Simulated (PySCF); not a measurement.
# From computed data to an observable: entropy of an ideal gas

B(H)(F)(OH) (BFH2O), SMILES OBF.

Geometry: B3LYP-D3(BJ)/def2-TZVP. One conformer was computed; it need not be the lowest.

B3LYP-D3(BJ)/def2-TZVP in PySCF gives the harmonic wavenumbers 517, 580, 932, 958, 1103, 1210, 1450, 2637, 3852 cm⁻¹ and the rotational temperatures 3.4533, 0.4906, 0.4295 K. The molar mass is 47.82 g/mol, the symmetry number 1, the spin multiplicity 1.

### Question
Work out the entropy at 298.15 K and 1 atm in the rigid-rotor, harmonic-oscillator model.

### Answer

Translation (Sackur–Tetrode at 1 atm): S = R[1.5 ln M + 2.5 ln T − 1.16487] = 157.0 J/(mol K).
Rotation: q = (√π/σ) T^1.5/√(θA θB θC) = 10700, S = R[ln q + 3/2] = 89.6 J/(mol K).
Vibration: with u = 1.4388 ν/T, each mode gives R[u/(e^u − 1) − ln(1 − e^−u)]:
| ν (cm⁻¹) | modes | u | S (J/(mol K)) |
|---|---|---|---|
| 517 | 1 | 2.49 | 2.58 |
| 580 | 1 | 2.80 | 2.03 |
| 932 | 1 | 4.50 | 0.51 |
| 958 | 1 | 4.62 | 0.46 |
| 1103 | 1 | 5.32 | 0.26 |
| 1210 | 1 | 5.84 | 0.17 |
| 1450 | 1 | 7.00 | 0.06 |
The stiffer modes add less than 0.005 each. Sum 6.1 J/(mol K).
Spin: R ln 1 = 0.0 J/(mol K).
Total 252.7 J/(mol K); the program's own thermochemistry gives 252.7. Translation makes up 62 % and vibration 2 %. Anharmonicity, hindered rotation and orbital degeneracy are left out.
